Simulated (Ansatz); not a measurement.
Geometry optimisation, Ansatz, DFT PBE, scalar-relativistic, plane waves, PAW.

Input:

```yaml
crystal:
  lattice:
    - [9.864, 0.0, 0.0]
    - [-4.932, 8.542475, 0.0]
    - [0.0, 0.0, 11.0]
  atoms:
    - { symbol: C, position: [0.0, 0.0, 0.09090909] }
    - { symbol: C, position: [0.16666666, 0.08333333, 0.09090909] }
    - { symbol: C, position: [-1.0e-08, 0.24999999, 0.09090909] }
    - { symbol: C, position: [0.16666666, 0.33333332, 0.09090909] }
    - { symbol: C, position: [-1.0e-08, 0.49999998, 0.09090909] }
    - { symbol: C, position: [0.16666665, 0.5833333, 0.09090909] }
    - { symbol: C, position: [-2.0e-08, 0.74999996, 0.09090909] }
    - { symbol: C, position: [0.16666665, 0.83333329, 0.09090909] }
    - { symbol: C, position: [0.25, 0.0, 0.09090909] }
    - { symbol: C, position: [0.41666666, 0.08333333, 0.09090909] }
    - { symbol: C, position: [0.24999999, 0.24999999, 0.09090909] }
    - { symbol: C, position: [0.41666666, 0.33333332, 0.09090909] }
    - { symbol: C, position: [0.24999999, 0.49999998, 0.09090909] }
    - { symbol: C, position: [0.41666665, 0.5833333, 0.09090909] }
    - { symbol: C, position: [0.24999998, 0.74999996, 0.09090909] }
    - { symbol: C, position: [0.41666665, 0.83333329, 0.09090909] }
    - { symbol: C, position: [0.5, 0.0, 0.09090909] }
    - { symbol: C, position: [0.66666666, 0.08333333, 0.09090909] }
    - { symbol: C, position: [0.49999999, 0.24999999, 0.09090909] }
    - { symbol: C, position: [0.66666666, 0.33333332, 0.09090909] }
    - { symbol: C, position: [0.49999999, 0.49999998, 0.09090909] }
    - { symbol: C, position: [0.66666665, 0.5833333, 0.09090909] }
    - { symbol: C, position: [0.49999998, 0.74999996, 0.09090909] }
    - { symbol: C, position: [0.66666665, 0.83333329, 0.09090909] }
    - { symbol: C, position: [0.75, 0.0, 0.09090909] }
    - { symbol: C, position: [0.91666666, 0.08333333, 0.09090909] }
    - { symbol: C, position: [0.74999999, 0.24999999, 0.09090909] }
    - { symbol: C, position: [0.91666666, 0.33333332, 0.09090909] }
    - { symbol: C, position: [0.74999999, 0.49999998, 0.09090909] }
    - { symbol: C, position: [0.91666665, 0.5833333, 0.09090909] }
    - { symbol: C, position: [0.74999998, 0.74999996, 0.09090909] }
    - { symbol: C, position: [0.91666665, 0.83333329, 0.09090909] }
    - { symbol: C, position: [0.55555554, 0.61111108, 0.20181818] }
    - { symbol: O, position: [0.43093097, 0.49959907, 0.21090909] }
    - { symbol: O, position: [0.68018011, 0.72262309, 0.21090909] }
basis:
  ecutwfc: 420.0
kpoints:
  mp_grid: { grid: [2, 2, 1] }
hamiltonian:
  xc: pbe
scf:
  occupations: { method: fermi_dirac, width: 0.02 }
  lower_state_search: "off"
relax:
  f_tol: 0.03
  max_steps: 60
  adjacent_minimum: "off"
```

Run as:

```bash
$ ansatz run input.yaml --threads 2 --pin off --max-ram 5120MiB --backend cpu --events-out ev --progress --plain --runs-dir out
```

Where does it end, and by what steps?

The run converged. The force dipped under the threshold on the way, but the program's further checks kept it going. Limits of this set-up: slab without dipole correction, no dispersion correction for a molecule that may bind weakly, a typed lattice constant that wasn't relaxed here. After 17 steps the energy has fallen by 20.756 eV; C33 moved furthest, 2.38 Å. The start is strongly strained (largest force component 19 eV/Å), so its close contacts needn't be bonds. Parted: C14–O34 (1.60 → 4.07 Å), C21–C33 (1.55 → 3.83 Å), C21–O34 (1.48 → 3.86 Å), C31–O35 (1.45 → 3.98 Å).

```tsv
step	energy less start (eV)	largest force component (eV/Å)	accepted
0	0.0000	18.629	yes
1	-7.0946	13.438	yes
2	-11.8550	8.359	yes
3	-15.2890	4.445	yes
4	-17.5214	4.099	yes
5	-18.7072	3.975	yes
6	-19.4167	3.410	yes
7	-19.9386	2.728	yes
8	-20.2997	1.947	yes
9	-20.5306	1.105	yes
10	-20.6574	0.481	yes
11	-20.7183	0.122	yes
12	-20.7440	0.347	yes
13	-20.7530	0.037	yes
14	-20.7549	0.090	yes
15	-20.7556	0.057	yes
16	-20.7558	0.027	yes
17	-20.7558	0.027	yes
```

```xyz
35
Lattice="9.8640 0.0000 0.0000 -4.9320 8.5425 0.0000 0.0000 0.0000 11.0000" Properties=species:S:1:pos:R:3
C 0.019 0.033 0.786
C 1.252 0.745 0.786
C -1.214 2.169 0.786
C 0.019 2.881 0.786
C -2.447 4.304 0.786
C -1.214 5.016 0.786
C -3.680 6.440 0.786
C -2.447 7.152 0.786
C 2.485 0.033 0.786
C 3.718 0.745 0.786
C 1.252 2.169 0.786
C 2.485 2.880 0.786
C 0.019 4.304 0.787
C 1.252 5.017 0.787
C -1.214 6.440 0.786
C 0.019 7.152 0.786
C 4.951 0.033 0.786
C 6.184 0.745 0.786
C 3.718 2.169 0.786
C 4.951 2.881 0.786
C 2.485 4.304 0.787
C 3.718 5.017 0.787
C 1.252 6.440 0.787
C 2.485 7.153 0.787
C 7.417 0.033 0.786
C 8.650 0.745 0.786
C 6.184 2.169 0.786
C 7.417 2.881 0.786
C 4.951 4.305 0.786
C 6.184 5.017 0.786
C 3.718 6.441 0.787
C 4.951 7.152 0.787
C 2.264 4.865 4.565
O 2.003 3.724 4.571
O 2.525 6.006 4.562
```

Whether the end is a true minimum wasn't checked by a vibrational analysis.

Time of the run: 3.3 min on 2 threads of Arm Neoverse V1, on a shared host, peak memory 1.5 GiB.
